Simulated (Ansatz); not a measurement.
Stepwise reaction of `[SH][Hf]([SH])([Cl])[Cl]` with hydrogen chloride, as a gas-phase model of exchange steps in deposition or etching. ΔE in kJ/mol; ΔG adds harmonic PBE0-D4 terms to CCSD(T)/CBS, at 1 bar.

Isolated molecules relaxed with PBE0-D4/def2-TZVP in Ansatz; ΔE leaves out vibrations. CCSD(T)/CBS adds triple-zeta CCSD(T) − MP2 to the extrapolated MP2 energy (def2 sets, frozen cores). This one scheme is used for every species. DFT in def2-TZVPP. B3LYP here is the variant with VWN-RPA as its local correlation; programs differ in this. def2 core potentials past Kr. For Hf outer-core shells are correlated without core-valence functions, which leaves a few kJ/mol of doubt a bond. Each species was taken in one conformer, which may not be the lowest.

```tsv
step	reaction	PBE-D4	B3LYP-D4	ωB97M-V	CCSD(T)/CBS	ΔG(500 K)
2	`[SH][Hf]([Cl])([Cl])[Cl]` + HCl → `[Cl][Hf]([Cl])([Cl])[Cl]` + H₂S	-63.0	-68.8	-69.7	-66.8	-54.2
```

Problem. Give the row of step 1, `[SH][Hf]([SH])([Cl])[Cl]` + HCl → `[SH][Hf]([Cl])([Cl])[Cl]` + H₂S. (Best estimate.)

Solution. The calculation gave: 
```json
{"step": "1", "reaction": "`[SH][Hf]([SH])([Cl])[Cl]` + HCl → `[SH][Hf]([Cl])([Cl])[Cl]` + H₂S", "PBE-D4": "-61.3", "B3LYP-D4": "-67.6", "ωB97M-V": "-68.5", "CCSD(T)/CBS": "-65.3", "ΔG(500 K)": "-66.4"}
```

Problem. By hand: ΔE of the 2 steps together at CCSD(T)/CBS.

Solution. (-65.3) + (-66.8) = -132.1 kJ/mol, or -66.0 kJ/mol a step.

In ΔE the steps differ by no more than 1.5 kJ/mol. All are downhill at CCSD(T)/CBS. ΔG lies between -66.4 and -54.2 kJ/mol a step. PBE-D4 differs from CCSD(T)/CBS by 3.8 to 4.0 kJ/mol a step. Isolated molecules leave out the surface, adducts and barriers. Largest T1 diagnostic: 0.015.
